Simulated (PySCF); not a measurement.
# Fractional electron number in Rb (rubidium, neutral)

The 5s alpha orbital of [Kr] 5s1 is emptied in steps (occupation f), with all orbitals relaxed, ending at [Kr]. All numbers are calculated (PySCF 2.14, a scalar-relativistic core potential, in def2-SVP with the def2 core potential (28 electrons) (5s3p2d, 24 functions)). The exact energy is a straight line in f; departures are measured from the line between the end points of the same method.

```
  f  UHF (eV)  LDA (eV)  PBE (eV)  PBE0 (eV)  r2SCAN (eV)  LC-wPBE (eV)  BHandHLYP (eV)  wB97X (eV)  TPSS (eV)  BLYP (eV)
  1     0.000     0.000     0.000      0.000        0.000         0.000           0.000       0.000      0.000      0.000
0.9     0.001    -0.165    -0.166     -0.120       -0.141         0.008          -0.087       0.003     -0.156     -0.175
0.7     0.002    -0.383    -0.391     -0.281       -0.323         0.019          -0.204       0.010     -0.367     -0.409
0.5     0.003    -0.450    -0.469     -0.336       -0.368         0.022          -0.242       0.017     -0.444     -0.487
0.3     0.002    -0.368    -0.396     -0.283       -0.288         0.017          -0.203       0.016     -0.384     -0.408
0.1     0.001    -0.149    -0.167     -0.119       -0.105         0.006          -0.086       0.006     -0.169     -0.172
  0     0.000     0.000     0.000      0.000        0.000         0.000           0.000       0.000      0.000      0.000
```

```json
{"method": "UHF", "E(f=0) − E(f=1) (eV)": "3.805", "−ε at f=1 (eV)": "3.817", "−ε at f=0.5 (eV)": "3.805"}
{"method": "LDA", "E(f=0) − E(f=1) (eV)": "4.398", "−ε at f=1 (eV)": "2.559", "−ε at f=0.5 (eV)": "4.441"}
{"method": "PBE", "E(f=0) − E(f=1) (eV)": "4.280", "−ε at f=1 (eV)": "2.439", "−ε at f=0.5 (eV)": "4.264"}
{"method": "PBE0", "E(f=0) − E(f=1) (eV)": "4.203", "−ε at f=1 (eV)": "2.867", "−ε at f=0.5 (eV)": "4.199"}
{"method": "r2SCAN", "E(f=0) − E(f=1) (eV)": "4.085", "−ε at f=1 (eV)": "2.499", "−ε at f=0.5 (eV)": "4.195"}
{"method": "LC-wPBE", "E(f=0) − E(f=1) (eV)": "4.030", "−ε at f=1 (eV)": "4.124", "−ε at f=0.5 (eV)": "4.022"}
{"method": "BHandHLYP", "E(f=0) − E(f=1) (eV)": "4.149", "−ε at f=1 (eV)": "3.181", "−ε at f=0.5 (eV)": "4.151"}
{"method": "wB97X", "E(f=0) − E(f=1) (eV)": "3.879", "−ε at f=1 (eV)": "3.907", "−ε at f=0.5 (eV)": "3.900"}
{"method": "TPSS", "E(f=0) − E(f=1) (eV)": "4.072", "−ε at f=1 (eV)": "2.346", "−ε at f=0.5 (eV)": "4.023"}
{"method": "BLYP", "E(f=0) − E(f=1) (eV)": "4.259", "−ε at f=1 (eV)": "2.324", "−ε at f=0.5 (eV)": "4.262"}
```

Orbital energy along the path (eV):

| f | UHF | LDA | PBE | PBE0 | r2SCAN | LC-wPBE | BHandHLYP | wB97X | TPSS | BLYP |
| --- | --- | --- | --- | --- | --- | --- | --- | --- | --- | --- |
| 1 | -3.817 | -2.559 | -2.439 | -2.867 | -2.499 | -4.124 | -3.181 | -3.907 | -2.346 | -2.324 |
| 0.9 | -3.815 | -2.931 | -2.795 | -3.132 | -2.843 | -4.105 | -3.373 | -3.912 | -2.681 | -2.702 |
| 0.7 | -3.810 | -3.687 | -3.521 | -3.664 | -3.515 | -4.064 | -3.762 | -3.916 | -3.352 | -3.475 |
| 0.5 | -3.805 | -4.441 | -4.264 | -4.199 | -4.195 | -4.022 | -4.151 | -3.900 | -4.023 | -4.262 |
| 0.3 | -3.800 | -5.166 | -5.030 | -4.744 | -4.778 | -3.988 | -4.540 | -3.851 | -4.731 | -5.050 |
| 0.1 | -3.796 | -5.792 | -5.818 | -5.299 | -5.165 | -3.970 | -4.921 | -3.817 | -5.589 | -5.812 |
| 0 | -3.794 | -5.898 | -5.923 | -5.337 | -4.876 | -3.965 | -5.078 | -3.672 | -5.755 | -6.125 |

As f goes to zero the orbital energy of a semilocal functional can turn back, because the density of that orbital vanishes from the exchange-correlation potential.

Reference removal energy between the ground levels: 4.177 eV (measured; NIST Atomic Spectra Database, ionization energies). UHF lacks correlation.
